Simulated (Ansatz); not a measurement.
# Abstraction of F: C2H2F2 + SiF3 → C2H2F + SiF4

Gas-phase species: C2H2F2 (vinylidene fluoride) `C=C(F)F`, singlet; SiF3 (trifluorosilyl) `F[Si](F)F`, doublet; C2H2F `C=[C]F`, doublet; SiF4 (silicon tetrafluoride) `F[Si](F)(F)F`, singlet. A radical takes F: the energy is the difference in strength between the C–F bond broken and the Si–F bond made.

Shapes, held fixed at every level: PBE0-D4/def2-TZVP. Programs: Ansatz 0.2.0. The zero-point and thermal change to 298 K, harmonic and unscaled (PBE0-D4/def2-TZVP), is -3.6 kJ/mol.

```json
{"level": "HF/def2-SVP", "kind": "Hartree–Fock", "ΔH(298 K) (kJ/mol)": "-152.6", "CPU time (sum over the molecules)": "–"}
{"level": "HF/def2-TZVPP", "kind": "Hartree–Fock", "ΔH(298 K) (kJ/mol)": "-180.6", "CPU time (sum over the molecules)": "–"}
{"level": "B3LYP-D4/def2-TZVPP", "kind": "global hybrid", "ΔH(298 K) (kJ/mol)": "-137.6", "CPU time (sum over the molecules)": "22 s"}
{"level": "BHLYP-D4/def2-TZVPP", "kind": "global hybrid", "ΔH(298 K) (kJ/mol)": "-153.6", "CPU time (sum over the molecules)": "18 s"}
{"level": "PBE0-D4/def2-TZVPP", "kind": "global hybrid", "ΔH(298 K) (kJ/mol)": "-127.2", "CPU time (sum over the molecules)": "16 s"}
{"level": "r2SCAN0-D4/def2-TZVPP", "kind": "global hybrid", "ΔH(298 K) (kJ/mol)": "-147.7", "CPU time (sum over the molecules)": "29 s"}
{"level": "wB97M-V/def2-TZVPP", "kind": "range-separated hybrid", "ΔH(298 K) (kJ/mol)": "-140.2", "CPU time (sum over the molecules)": "56 s"}
{"level": "B2PLYP/def2-TZVPP", "kind": "double hybrid", "ΔH(298 K) (kJ/mol)": "-143.3", "CPU time (sum over the molecules)": "28 s"}
```

B2PLYP/def2-TZVPP gives ΔH(298 K) = -143.3 kJ/mol; the levels span -180.6 to -127.2. The median of the levels is -145.5. No measured value is set beside it here. Spin contamination: C2H2F (⟨S²⟩ up to 0.93). Open shells run unrestricted. Times are processor times on shared x86 and Arm servers, and rough.
